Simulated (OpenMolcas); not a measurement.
Ni7+, Pd7+, Pt7+: d³ down the group

```json
{
 "Program": "OpenMolcas",
 "Method": "MS-RASPT2, IPEA 0.25 Eh, imaginary shift 0.1 Eh",
 "Basis": "ANO-RCC-VTZP",
 "Scalar Hamiltonian": "DKH2, point nucleus",
 "Spin-orbit coupling": "RASSI with atomic mean-field integrals over the reference wave functions, term energies averaged over their components"
}
```

Active space for each ion: 9 electrons in 8 orbitals (RAS1 p, at most 2 holes; RAS2 d); closed shells correlated by CASPT2: Ni7+ 3s; Pd7+ 4s; Pt7+ 5s.

Computed levels in cm-1 above ⁴F_3/2:

| Level | Ni7+ | Pd7+ | Pt7+ |
| --- | --- | --- | --- |
| ⁴F_5/2 | 1007 | 2540 | 10760 |
| ⁴F_7/2 | 2330 | 5430 | 17940 |
| ⁴P_1/2 | 24180 | 16860 | 22930 |
| ⁴P_5/2 | 25780 | 20630 | 34810 |
| ²G_7/2 | 26680 | 20510 | 33150 |
| ²G_9/2 | 27920 | 21670 | 54210 |
| ²P_3/2 | 33560 | 33000 | 58080 |
| ²P_1/2 | 34030 | 26300 | 41500 |
| ²H_9/2 | 36850 | 29360 | 34980 |
| weight of ⁴F in the lowest level (%) | 100 | 96 | 75 |

Mixed levels, with the weight of the term that names them: Ni7+ ²P_3/2 (54 %), Pd7+ ²G_9/2 (57 %), Pd7+ ²P_3/2 (56 %), Pd7+ ²H_9/2 (62 %), Pt7+ ⁴P_1/2 (67 %), Pt7+ ²G_7/2 (73 %), Pt7+ ²G_9/2 (58 %), Pt7+ ²P_3/2 (56 %), Pt7+ ²P_1/2 (67 %), Pt7+ ²H_9/2 (53 %).

Measured, with the error of the calculation in %. Measured levels: Ni7+ from Corliss and Sugar, J. Phys. Chem. Ref. Data 10, 197 (1981).

```json
{"Level": "⁴F_5/2", "Ni7+": "1012 (-0.5)"}
{"Level": "⁴F_7/2", "Ni7+": "2184 (+6.8)"}
{"Level": "⁴P_1/2", "Ni7+": "23261 (+3.9)"}
{"Level": "⁴P_5/2", "Ni7+": "24669 (+4.5)"}
```

The fine-structure level ⁴F_7/2 changes by a factor of 7.7 from Ni7+ to Pt7+.

Without spin-orbit coupling ⁴P lies 22930, 14150, 13120 cm-1 above ⁴F in that order; the difference to the level ⁴P_1/2, of either sign, comes from spin-orbit coupling, which also lowers the zero.

Term energies are means over components that CASPT2 splits; among the terms shown or strongly mixed into the levels shown the widest spread is 1400 cm-1 (4d³ ⁴F, Pd7+). Active for correlation alone: 3p; no level in the range computed is led by a configuration that opens it, so any true level of that kind is missing (holds for Ni7+). The CASPT2 spread within a term exceeds the gap to the next term for 3d³ ²D(1) and 3d³ ²H, so the order of their levels is uncertain (holds for Ni7+). Active for correlation alone: 4p; no level in the range computed is led by a configuration that opens it, so any true level of that kind is missing (holds for Pd7+). Active for correlation alone: 5p; no level in the range computed is led by a configuration that opens it, so any true level of that kind is missing (holds for Pt7+). Measured partners are found by configuration, term and J. A level has none where our copy of the source lacks it or the pairing is in doubt (some pairs that miss far off the trend of their configuration count as doubtful), and it then counts in no deviation. Levels of configurations outside the active space are missing.

A number in round brackets counts repeated terms of one configuration in the order of the reference energies.
